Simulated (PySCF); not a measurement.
Two species compared at the same levels of theory.

First species: C₂H₁₃NSSi₄.
Atom-mapped SMILES: `[CH3:1][N:2]1[CH2:3][Si@@H:4]([SH:5])[Si@@H:6]([SiH3:7])[SiH2:8]1` (hydrogens: H9, H10, H11 on C1; H12, H13 on C3; H14 on Si4; H15 on S5; H16 on Si6; H17, H18, H19 on Si7; H20, H21 on Si8)

Second species: C₅H₁₂N₂.
SMILES with atom numbers: `[CH2:1]=[CH:2][CH:3]([CH2:4][NH2:5])[CH2:6][NH2:7]` (hydrogens: H8, H9 on C1; H10 on C2; H11 on C3; H12, H13 on C4; H14, H15 on N5; H16, H17 on C6; H18, H19 on N7)

Levels: PBE0/pcSseg-1 for HOMO energy, LUMO energy and HOMO–LUMO gap. Geometries: GFN2-xTB. Each species is one conformer at its optimised geometry, gas phase, non-relativistic unless stated; the electronic structure was computed with PySCF and density fitting.

```
     property  column X  column Y
  HOMO energy  -6.00 eV  -6.42 eV
  LUMO energy   0.22 eV  -1.05 eV
HOMO–LUMO gap   6.22 eV   5.37 eV
```

Q: Which column belongs to which species?

A: Column X is the second species and column Y the first. The first has 21 atoms and 104 electrons, the second 19 and 56.

Q: How does each property change from the first species to the second?

A: HOMO energy +0.42 eV; LUMO energy +1.27 eV; HOMO–LUMO gap +0.85 eV.

On the first:  GFN2-xTB frequencies show an imaginary mode (22i cm⁻¹), so this geometry is no minimum at that level.

